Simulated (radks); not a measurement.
Values are calculated unless marked as measured or tabulated.
Species: the holmium ion Ho4+. Configuration: [Kr] 4d10 4f9 5s1 5p6 5d1 (not the ground configuration). Code: a radial shooting solver on a logarithmic mesh with Libxc functionals. Model: scalar-relativistic Kohn-Sham, HCTH/407, spin-polarised, spherical densities, point nucleus; open shells are filled with parallel spins first (spin-orbit coupling, left out, can overturn this in heavy ions).

Normalised radial functions P(r) = r R(r), r in bohr:

r	5s down	5p down
0.003129	0.1153	0.0083
0.003613	0.1257	0.0106
0.004173	0.1362	0.0134
0.004819	0.1464	0.0171
0.005566	0.1559	0.0216
0.006428	0.1640	0.0273
0.007364	0.1699	0.0340
0.008505	0.1733	0.0426
0.009822	0.1729	0.0531
0.01134	0.1675	0.0658
0.0131	0.1558	0.0809
0.01513	0.1367	0.0986
0.01747	0.1091	0.1187
0.02018	0.0724	0.1411
0.0233	0.0264	0.1650
0.02691	-0.0277	0.1891
0.03108	-0.0876	0.2116
0.03561	-0.1458	0.2289
0.04113	-0.2032	0.2396
0.0475	-0.2488	0.2383
0.05485	-0.2731	0.2205
0.06335	-0.2670	0.1823
0.07316	-0.2230	0.1210
0.08449	-0.1383	0.0375
0.09758	-0.0179	-0.0632
0.1127	0.1239	-0.1701
0.1301	0.2620	-0.2661
0.1491	0.3600	-0.3279
0.1722	0.3974	-0.3421
0.1989	0.3420	-0.2881
0.2297	0.1885	-0.1621
0.2652	-0.0403	0.0211
0.3063	-0.2924	0.2269
0.3538	-0.4970	0.4062
0.4086	-0.5844	0.5067
0.4718	-0.5101	0.4888
0.5449	-0.2738	0.3403
0.6293	0.0774	0.0821
0.721	0.4427	-0.2183
0.8327	0.7817	-0.5361
0.9616	1.0046	-0.7947
1.111	1.0791	-0.9517
1.283	1.0114	-0.9887
1.481	0.8397	-0.9137
1.711	0.6189	-0.7568
1.976	0.4028	-0.5615
2.282	0.2319	-0.3758
2.635	0.1188	-0.2289
3.019	0.0551	-0.1272
3.486	0.0198	-0.0562
4.026	0.0056	-0.0198
4.65	0.0012	-0.0057
5.37	0.0002	-0.0013
6.202	0.0000	-0.0002

5s down (empty): eigenvalue -98.228 eV, 4 radial nodes at r = 0.0251, 0.0994, 0.259, 0.611 bohr, <r> = 1.22 bohr, 90 % of the charge inside 1.75 bohr. 5p down: eigenvalue -71.329 eV, 3 radial nodes at r = 0.0893, 0.261, 0.654 bohr, <r> = 1.40 bohr, 90 % of the charge inside 2.03 bohr.
